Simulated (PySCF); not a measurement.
Geometry:
| atom | x (Å) | y (Å) | z (Å) |
| --- | --- | --- | --- |
| C1 | 3.368 | 0.223 | 0.078 |
| C2 | 2.123 | 0.677 | 0.223 |
| C3 | 0.993 | 0.423 | -0.726 |
| C4 | -0.192 | -0.277 | -0.063 |
| C5 | -1.367 | -0.592 | -1.003 |
| C6 | -2.601 | -0.859 | -0.142 |
| O7 | -2.643 | 0.110 | 0.896 |
| Si8 | -1.116 | 0.640 | 1.304 |
| Cl9 | -0.550 | 0.013 | 3.191 |
| H10 | 4.144 | 0.441 | 0.815 |
| H11 | 3.655 | -0.386 | -0.786 |
| H12 | 1.883 | 1.276 | 1.113 |
| H13 | 0.649 | 1.386 | -1.148 |
| H14 | 1.355 | -0.176 | -1.579 |
| H15 | 0.162 | -1.217 | 0.399 |
| H16 | -1.562 | 0.285 | -1.647 |
| H17 | -1.151 | -1.442 | -1.671 |
| H18 | -3.533 | -0.788 | -0.724 |
| H19 | -2.558 | -1.874 | 0.297 |
| H20 | -1.061 | 2.124 | 1.327 |

Geometry: PBE0-D3(BJ)/def2-SVP; GIAO shifts from PySCF 2.14.0 with density-fitted response routines, gas phase, non-relativistic, averaged over equivalent atoms.

At PBE0/pcSseg-1 (222 basis functions, 36 s wall time on 1 thread of an AMD EPYC 9B45, shared host):
| atoms | δ (ppm) |
| --- | --- |
| C2 | 147.5 |
| C1 | 123.4 |
| C6 | 68.9 |
| C3 | 38.4 |
| C5 | 37.8 |
| C4 | 33.2 |
| O7 | 84.1 |
| Si8 | 28.1 |
| Cl9 | 62.4 |
| H12 | 5.94 |
| H20 | 5.45 |
| H11 | 5.44 |
| H10 | 5.31 |
| H18 | 4.10 |
| H19 | 3.91 |
| H14 | 2.25 |
| H13 | 2.08 |
| H17 | 1.90 |
| H16 | 1.50 |
| H15 | 0.97 |

Shifts are taken against calculated references (same method and geometry level): ¹³C (σref 184.41) and ²⁹Si (σref 351.99) and ¹H (σref 31.27) vs TMS; ¹⁷O (σref 334.56) against H2O; ³⁵Cl (σref 943.27) against HCl.

Q: What do these become at PBE/pcSseg-1?

A: 
```csv
atoms,δ at PBE/pcSseg-1,change
C2,146.7,-0.8
C1,120.8,-2.6
C6,72.1,+3.2
C3,41.1,+2.7
C5,40.1,+2.3
C4,37.1,+3.9
O7,102.5,+18.4
Si8,29.1,+1.0
Cl9,82.9,+20.5
H12,6.00,+0.06
H20,5.72,+0.27
H11,5.36,-0.08
H10,5.23,-0.08
H18,4.21,+0.11
H19,4.09,+0.18
H14,2.30,+0.05
H13,2.23,+0.15
H17,2.00,+0.10
H16,1.58,+0.08
H15,1.10,+0.13
```

Shifts are taken against calculated references (same method and geometry level): TMS for ¹³C (180.03 ppm) and ²⁹Si (334.61 ppm) and ¹H (31.20 ppm); H2O for ¹⁷O (334.63 ppm); ³⁵Cl (933.68 ppm) against HCl.

The largest change is at Cl9 (chlorine bonded to Si). Cost: 222 basis functions, 39 s wall time on 1 thread of an AMD EPYC 9B45, shared host. The order of the carbon signals is the same at both levels.

Experimental scales use liquid or dissolved standards, which lie at an offset from isolated H2O (liquid H2O: subtract about 36 ppm).
